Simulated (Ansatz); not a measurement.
Correlation energies of `N[SiH2][GeH2][SH]` by basis set

```xyz
11

N     1.3936    1.3704   -0.9695
Si    0.8903    0.2505    0.2360
Ge   -1.3904   -0.3600   -0.0850
S    -1.9421   -1.8450    1.4959
H     2.3689    1.4373   -1.2125
H     0.9368    2.2629   -1.0632
H     1.0194    0.7068    1.6520
H     1.7298   -0.9673    0.0770
H    -1.6783   -0.9540   -1.4780
H    -2.3742    0.7992    0.1590
H    -0.9538   -2.7008    1.1883
```

The species carries charge 0 and has multiplicity 1. Correlated methods include outer-core shells of Ge, which these sets cover unevenly. Scalar relativity is left out up to krypton. The structure was optimised at the PBE0-D4/def2-TZVP level. It is one conformer, not always the lowest. Frozen core, restricted reference, Ansatz.

```json
{"basis": "def2-SVP", "HF (Eh)": "-2819.87976", "MP2 corr.": "-0.63490"}
{"basis": "def2-TZVPP", "HF (Eh)": "-2820.45992", "MP2 corr.": "-0.77960"}
{"basis": "def2-QZVPP", "HF (Eh)": "-2820.52532", "MP2 corr.": "-1.08461"}
```

**Question.** Estimate the CCSD correlation energy and the (T) correction in each basis where they were run (hartree).

**Answer.** 
```
     basis  CCSD corr.       (T)
  def2-SVP    -0.68591  -0.01884
def2-TZVPP    -0.83123  -0.03235
```
